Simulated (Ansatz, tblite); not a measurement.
Cost and result up the ladder for the cluster TiSi₆⁺ (7 atoms). Total charge 1; doublet. Geometry: PBE0-D4/def2-SVP.

| atom | x (Å) | y (Å) | z (Å) |
| --- | --- | --- | --- |
| Ti1 | 1.782 | -0.517 | 0.699 |
| Si2 | -2.336 | -0.890 | -0.285 |
| Si3 | -0.854 | 0.938 | -0.616 |
| Si4 | 0.647 | 1.698 | 1.066 |
| Si5 | 0.007 | -1.395 | -0.791 |
| Si6 | -0.597 | -0.511 | 1.401 |
| Si7 | 1.351 | 0.677 | -1.474 |

Ansatz on 4 threads of Arm Neoverse V1 on a shared host; xTB runs through tblite on one thread. Times are rough, summed over both states, and most runs start from the orbitals of an earlier one. No level here is sound enough to serve as a yardstick. The other state is a quartet at its own geometry.

The xTB rows come from tblite. The structure comes from a short search, and lower isomers may exist.

Run but left out: HF/STO-3G, HF/def2-SVP, HF/def2-TZVP, LC-ωPBE/def2-TZVP, MP2/def2-SVP, MP2/def2-TZVP, CCSD/def2-SVP, CCSD(T)/def2-SVP (doublet: ⟨S²⟩ 1.23 to 1.87, where a pure state has 0.75).

xTB has no spin-polarisation term.

```
              level  functions  quartet − doublet (eV)                                  remarks
  PBE0-D4/def2-TZVP        267                    0.12  spin-contaminated (⟨S²⟩ 0.94) (doublet)
r2SCAN-D4/def2-TZVP        267                    0.29  spin-contaminated (⟨S²⟩ 0.90) (doublet)
   PBE-D4/def2-TZVP        267                    0.47                                        –
revPBE-D4/def2-TZVP        267                    0.43                                        –
           GFN2-xTB         63                    0.73                                        –
```

Q: Estimate how long each takes.

A: GFN2-xTB 0.047 s; PBE-D4/def2-TZVP 40 s; revPBE-D4/def2-TZVP 53 s; r2SCAN-D4/def2-TZVP 2.4 min; PBE0-D4/def2-TZVP 4.4 min. On shared hardware such times vary by a factor of up to 3.
